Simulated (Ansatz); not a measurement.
Isomers of BGaH4O, relaxed with PBE0-D4/def2-TZVP in Ansatz; electronic energies, one conformer each and not always the lowest. Functionals use def2-TZVPP; CBS adds triple-zeta CCSD(T) − MP2 to the MP2 limit of def2-TZVPP and def2-QZVPP.

Outer-core shells of Ga are correlated without core-valence functions. Scalar relativity is left out up to krypton. Spin–orbit coupling is left out.

Question: Order them by energy at frozen-core CCSD(T)/CBS, lowest first. (Best estimate.)
A. `O[BH][GaH2]`
B. `[BH2][GaH][OH]`
C. `B[O][GaH2]`

Answer: C (0.0 kJ/mol), A (84.4 kJ/mol), B (147.4 kJ/mol).

Question: How do PBE0-D4, B3LYP-D4, B2PLYP, r2SCAN-D4 place them (kJ/mol, against `B[O][GaH2]`)? (An estimate is asked.)

Answer: The calculation gave: 
```json
{"isomer": "`[BH2][GaH][OH]`", "PBE0-D4": "150.8", "B3LYP-D4": "159.4", "B2PLYP": "159.7", "r2SCAN-D4": "154.8"}
{"isomer": "`O[BH][GaH2]`", "PBE0-D4": "75.8", "B3LYP-D4": "88.4", "B2PLYP": "93.1", "r2SCAN-D4": "85.9"}
```

B3LYP here is the variant with VWN-RPA as its local correlation; programs differ in this.
